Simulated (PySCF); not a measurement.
A PySCF script (with the pyscf-properties extension) for the NMR shieldings of `ClC(Cl)C1=CC=CC=CC1`, C$_{8}$H$_{8}$Cl$_{2}$, on a PBE0-D3(BJ)/def2-SVP geometry:

```python
import basis_set_exchange as bse
import numpy as np
from pyscf import gto, dft
from pyscf.prop import nmr

atoms = """
Cl    3.741749   -0.208189   -1.066502
C     2.763876    0.013733    0.420430
Cl    2.904509   -1.441299    1.451286
C     1.341045    0.292005    0.082373
C     0.784150    1.479006    0.424452
C    -0.610646    1.812767    0.282237
C    -1.652645    0.936537    0.379097
C    -1.541422   -0.478570    0.640782
C    -0.508526   -1.256390    0.251722
C     0.556351   -0.744311   -0.668679
H     3.224454    0.838478    0.975233
H     1.428066    2.248842    0.864561
H    -0.853919    2.878780    0.231129
H    -2.660787    1.363700    0.395697
H    -2.350867   -0.933735    1.221298
H    -0.444434   -2.289286    0.606840
H     0.094170   -0.270293   -1.552638
H     1.215562   -1.549329   -1.017569
"""
names = dict.fromkeys(["Cl", "C", "H"], "pcSseg-1")
basis = {el: gto.basis.parse(bse.get_basis(n, elements=[el], fmt="nwchem")) for el, n in names.items()}
mol = gto.M(atom=atoms, basis=basis, charge=0, verbose=0)
mf = dft.RKS(mol, xc="PBE0")
mf.grids.level = 2
mf.grids.alignment = dft.numint.BLKSIZE   # the property module wants whole blocks of grid points
mf.conv_tol = 1e-9
mf.kernel()

calc = nmr.RKS(mf)   # GIAO
C = mf.mo_coeff
Co = C[:, mf.mo_occ > 0]
resp = mf.gen_response(singlet=True, hermi=2)
def vind(x):   # induced exchange potential for any number of trial vectors
    d = np.einsum("pi,xij,qj->xpq", C, 2 * x.reshape(-1, C.shape[1], Co.shape[1]), Co, optimize=True)
    return np.einsum("xpq,pi,qj->xij", resp(d - d.transpose(0, 2, 1)), C, Co, optimize=True).ravel()
mo1, _ = nmr.rhf.solve_mo1(calc, with_cphf=vind)
sigma = calc.kernel(mo1)
for i, s in enumerate(sigma):   # ppm
    w = np.linalg.eigvalsh((s + s.T) / 2)
    print("%2d %-2s iso %8.1f  s11 %8.1f  s22 %8.1f  s33 %8.1f" % (i, mol.atom_pure_symbol(i), w.mean(), *w))
```

**Question.** What does it print?

**Answer.** 
```
 0 Cl iso    648.8  s11    321.6  s22    614.8  s33   1009.9
 1 C  iso     98.0  s11     73.4  s22    106.7  s33    113.9
 2 Cl iso    603.2  s11    257.8  s22    568.5  s33    983.4
 3 C  iso     46.1  s11    -46.4  s22     23.0  s33    161.7
 4 C  iso     55.6  s11    -39.4  s22     60.9  s33    145.2
 5 C  iso     50.3  s11    -60.8  s22     49.1  s33    162.6
 6 C  iso     42.8  s11    -72.6  s22     39.4  s33    161.8
 7 C  iso     50.8  s11    -62.5  s22     60.0  s33    154.8
 8 C  iso     51.4  s11    -33.2  s22     18.7  s33    168.8
 9 C  iso    154.6  s11    134.7  s22    162.9  s33    166.2
10 H  iso     25.3  s11     22.1  s22     23.9  s33     29.9
11 H  iso     25.0  s11     21.7  s22     23.7  s33     29.5
12 H  iso     24.7  s11     21.4  s22     25.8  s33     26.8
13 H  iso     24.4  s11     21.5  s22     24.8  s33     26.9
14 H  iso     24.8  s11     22.0  s22     24.4  s33     28.1
15 H  iso     25.8  s11     20.7  s22     28.2  s33     28.4
16 H  iso     29.6  s11     24.8  s22     26.8  s33     37.1
17 H  iso     27.6  s11     22.4  s22     28.8  s33     31.7
```

These numbers come from an equivalent density-fitted implementation of the same equations, which agrees with the script to about 0.01 ppm for H and up to a few tenths of a ppm for heavy atoms, so last digits may differ.

**Question.** Turn these shieldings into chemical shifts. Chemical shifts δ = σref − σ; HCl for 35Cl (σ = 943.27 ppm); 13C (σ = 184.41 ppm) and 1H (σ = 31.27 ppm) against TMS, all at this level.

**Answer.** Averaging equivalent atoms: Cl 0/2: 317; C 6: 141.6; C 3: 138.3; C 5: 134.1; C 7: 133.6; C 8: 133.0; C 4: 128.8; C 1: 86.4; C 9: 29.8; H 13: 6.87; H 12: 6.62; H 14: 6.44; H 11: 6.30; H 10: 5.95; H 15: 5.47; H 16/17: 2.66 ppm. 

Size and cost of the density-fitted run: 224 basis functions, 86 s wall time on 1 thread of an Arm Neoverse N1, shared host.
